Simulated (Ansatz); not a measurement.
Consider the ligand exchange at the Al–F bond: `[OH][Al]([OH])[F]` + HCl → `[OH][Al]([OH])[Cl]` + H–F.

Program: Ansatz. Geometries: PBE0-D4/def2-TZVP. ΔE: electronic, gas phase. CCSD(T)/CBS is the MP2 limit (def2-TZVPP, def2-QZVPP) plus CCSD(T) − MP2 in def2-TZVPP, frozen cores. This one scheme is used for every species. Functionals use def2-TZVPP. B3LYP here is the variant with VWN-RPA as its local correlation; programs differ in this. One conformer a species, not always the lowest.

`[OH][Al]([OH])[F]`:

Cartesian coordinates in Å:
```
O -0.943 0.913 0.924
Al -0.072 -0.112 -0.082
O 1.591 0.096 -0.193
F -0.832 -1.296 -0.939
H -1.890 0.851 1.035
H 2.147 -0.451 -0.745
```

HCl:

Cartesian coordinates in Å:
```
Cl 0.584 0.056 -0.254
H -0.584 -0.056 0.254
```

`[OH][Al]([OH])[Cl]`:

Z-matrix (Å, degrees):
```
Al
O 1 1.680
Cl 1 2.092 2 120.9
O 1 1.680 2 118.2 3 179.9
H 2 0.955 1 122.5 3 0.0
H 4 0.955 1 122.5 2 -180.0
```

H–F:

Z-matrix (Å, degrees):
```
F
H 1 0.920
```

```csv
level,ΔE (kJ/mol)
PBE0-D4,13.1
B3LYP,26.5
HF/def2-TZVPP,21.6
MP2/def2-TZVPP,18.6
```

What does CCSD(T)/CBS give? (Estimate.)

The calculation gave: +18.4 kJ/mol. The listed levels differ from it by -5.3, 8.1, 3.2, 0.2 kJ/mol.

Largest T1 diagnostic among the species: 0.012.

From BLYP to BHLYP (50 % exact exchange), in def2-TZVPP and without D4, ΔE moves by −5.6 kJ/mol. The D4 term adds −3.9 kJ/mol with B3LYP and −2.1 kJ/mol with PBE0; it sums over pairs of atoms, weighted by their polarisabilities, and B3LYP, whose exchange is more repulsive, gets the larger term. Leaving LDA and LC-ωPBE aside and taking each functional with its dispersion term where it has one, the values, not all of them listed here, spread over 13.3 kJ/mol, from HSE06-D4 to CAM-B3LYP-D4.
